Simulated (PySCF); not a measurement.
HCu, charge -1, doublet, geometry from GFN2-xTB (such geometries of metal compounds can be far from the true shape) (the multiplicity is a formal guess) (in this run its highest filled SCF level lies above zero, so its values depend strongly on the basis, on diffuse functions most of all); B3LYP/aug-cc-pVDZ (PySCF).

The PySCF input:
```python
from pyscf import gto, scf, dft

mol = gto.M(
    atom='''
Cu   -0.000000   -0.000000   -0.052141
H     0.000000    0.000000    1.512090
''',
    basis='aug-cc-pvdz',
    charge=-1,
    spin=1,
    verbose=4,
)

mf = dft.UKS(mol)
mf.xc = 'b3lyp'
mf.kernel()
```

### Question
Write the output that PySCF gives for this input, abridged.

### Answer

```
PySCF version 2.14.0

[INPUT] verbose = 4
[INPUT] num. atoms = 2
[INPUT] num. electrons = 31
[INPUT] charge = -1
[INPUT] spin (= nelec alpha-beta = 2S) = 1
[INPUT] symmetry False subgroup None
[INPUT] Mole.unit = angstrom
[INPUT] Symbol           X                Y                Z      unit          X                Y                Z       unit  Magmom
[INPUT]  1 Cu     0.000000000000   0.000000000000  -0.052141000000 AA    0.000000000000   0.000000000000  -0.098532209861 Bohr   0.0
[INPUT]  2 H      0.000000000000   0.000000000000   1.512090000000 AA    0.000000000000   0.000000000000   2.857435975694 Bohr   0.0

nuclear repulsion = 9.81066039266579
number of shells = 16
number of NR pGTOs = 149
number of NR cGTOs = 68
basis = aug-cc-pvdz
ecp = {}

******** <class 'pyscf.dft.uks.UKS'> ********
method = UKS
initial guess = minao
damping factor = 0
level_shift factor = 0
DIIS = <class 'pyscf.scf.diis.CDIIS'>
diis_start_cycle = 1
diis_space = 8
diis_damp = 0
SCF conv_tol = 1e-09
SCF conv_tol_grad = None
SCF max_cycles = 50
direct_scf = True
direct_scf_tol = 1e-13
number electrons alpha = 16  beta = 15
XC library pyscf.dft.libxc version 7.1.2
    S. Lehtola, C. Steigemann, M. J. T. Oliveira, and M. A. L. Marques,  SoftwareX 7, 1–5 (2018)
XC functionals = b3lyp
    P. J. Stephens, F. J. Devlin, C. F. Chabalowski, and M. J. Frisch,  J. Phys. Chem. 98, 11623 (1994)
radial grids:
    Treutler-Ahlrichs [JCP 102, 346 (1995); DOI:10.1063/1.469408] (M4) radial grids

becke partition: Becke, JCP 88, 2547 (1988); DOI:10.1063/1.454033
pruning grids: <function nwchem_prune>
grids dens level: 3
symmetrized grids: False
atomic radii adjust function: <function treutler_atomic_radii_adjust>
small_rho_cutoff = 0
Set gradient conv threshold to 3.16228e-05
tot grids = 30448
init E= -1640.72245351123

cycle= 1 E= -1640.40370977466  delta_E= 0.319  |g|= 2.14  |ddm|= 1.46
cycle= 2 E= -1638.11932992968  delta_E= 2.28  |g|= 4.14  |ddm|= 3.07
cycle= 3 E= -1641.15617885546  delta_E= -3.04  |g|= 0.414  |ddm|= 2.38
cycle= 4 E= -1641.19262524914  delta_E= -0.0364  |g|= 0.149  |ddm|= 0.481
cycle= 5 E= -1641.19937381498  delta_E= -0.00675  |g|= 0.0407  |ddm|= 0.177
cycle= 6 E= -1641.19982190183  delta_E= -0.000448  |g|= 0.0111  |ddm|= 0.0666
cycle= 7 E= -1641.19986924929  delta_E= -4.73e-05  |g|= 0.00441  |ddm|= 0.0185
cycle= 8 E= -1641.19988111936  delta_E= -1.19e-05  |g|= 0.000575  |ddm|= 0.0176
cycle= 9 E= -1641.1998818479  delta_E= -7.29e-07  |g|= 0.000417  |ddm|= 0.0039
cycle= 10 E= -1641.1998819234  delta_E= -7.55e-08  |g|= 0.000207  |ddm|= 0.00103
cycle= 11 E= -1641.19988193955  delta_E= -1.62e-08  |g|= 2.32e-05  |ddm|= 0.000673
cycle= 12 E= -1641.19988193974  delta_E= -1.87e-10  |g|= 3.85e-06  |ddm|= 0.000133
Extra cycle  E= -1641.19988193973  delta_E= 7.05e-12  |g|= 1.26e-05  |ddm|= 3.9e-05
converged SCF energy = -1641.19988193973  <S^2> = 0.7534171  2S+1 = 2.0034142
```
